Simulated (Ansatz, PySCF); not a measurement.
Gas-phase reaction (SMILES): O[Si](O)(O)Cl → [OH] (HO) + O[Si](O)Cl; the O-Si bond at the site shown breaks (other sites are not compared here).

Geometries: B3LYP-D3(BJ)/def2-TZVP minima from Ansatz (an electronic-structure program), one conformer each, not searched for the lowest. Valence correlation only, unless marked. UHF or UKS for open shells. No spin-orbit coupling. Non-relativistic. CBS marks a two-point X^-3 extrapolation of the correlation energy; Hartree-Fock from the larger set. The bracket is a focal-point correction in the basis named. Thermal terms are rigid-rotor harmonic-oscillator values from B3LYP-D3(BJ) frequencies (Ansatz or PySCF) at 298.15 K and 1 atm. 1 Eh = 627.5095 kcal/mol.

```csv
species,"E, RI-MP2/CBS(cc-pV(T+d)Z,cc-pV(Q+d)Z)+[CCSD(T)-MP2]/cc-pV(T+d)Z (Ansatz) (Eh)","E, B3LYP-D3(BJ)/def2-TZVPD (Ansatz + dftd3) (Eh)",H - E (Eh)
O[Si](O)(O)Cl,-976.39981,-977.56778,0.05273
[OH] (HO),-75.67540,-75.77058,0.01169
O[Si](O)Cl,-900.49934,-901.58719,0.03592
```

Question: Work out ΔE and ΔH at 298.15 K at the first level, then ΔH at the second.

Answer: 
1. ΔE = [(-75.67540) + (-900.49934)] - [(-976.39981)] = 0.22507 Eh = 141.2 kcal/mol at RI-MP2/CBS(cc-pV(T+d)Z,cc-pV(Q+d)Z)+[CCSD(T)-MP2]/cc-pV(T+d)Z.
2. The terms H - E add up to -0.00512 Eh, so ΔH = (0.22507 + (-0.00512))×627.5095 = 138.0 kcal/mol.
3. At B3LYP-D3(BJ)/def2-TZVPD the same steps give ΔE = 131.8 and ΔH = 128.6 kcal/mol, a shift of -9.4 from the first level.
4. These values are not checked against measurement here, since the tables used lack a sound gas-phase enthalpy of formation for at least one species.
